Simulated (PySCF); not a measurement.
PBE on Ta⁻ (tantalum, charge -1), [Xe] 4f14 5d4 6s2, high-spin 5D determinant. Computed with PySCF 2.14 in def2-TZVPPD with the def2 core potential (60 electrons) (6s5p3d2f1g, 59 functions), with a scalar-relativistic core potential.

```
cycle= 1 E= -56.8717163208624  delta_E= -0.0141  |g|= 0.0188  |ddm|= 0.767
cycle= 2 E= -56.8720218730568  delta_E= -0.000306  |g|= 0.0087  |ddm|= 0.149
cycle= 3 E= -56.8720463338929  delta_E= -2.45e-05  |g|= 0.00791  |ddm|= 0.0351
cycle= 4 E= -56.8720910789105  delta_E= -4.47e-05  |g|= 0.000588  |ddm|= 0.0202
cycle= 5 E= -56.8720917240632  delta_E= -6.45e-07  |g|= 6.42e-05  |ddm|= 0.00525
cycle= 6 E= -56.8720917363148  delta_E= -1.23e-08  |g|= 1.83e-05  |ddm|= 0.000536
cycle= 7 E= -56.8720917366613  delta_E= -3.46e-10  |g|= 3.68e-06  |ddm|= 8.24e-05
converged SCF energy = -56.8720917366613  <S^2> = 6.0140848  2S+1 = 5.0056307
```

Highest occupied orbital energy: 2.835 eV; ⟨L²⟩ = 6.06; populations by l: s 3.99, p 6.00, d 4.01, f 0.00.

(1) Can this result be used?

Answers

(1) With care. Self-consistency was reached. Energies and moments cover only the electrons outside the core potential. Spin-orbit coupling, absent here, splits the open shell strongly. At PBE the highest occupied level has a positive energy, so only the finite basis holds that electron; in a semilocal or global hybrid functional this comes from self-interaction and does not mean that the real anion is unbound.
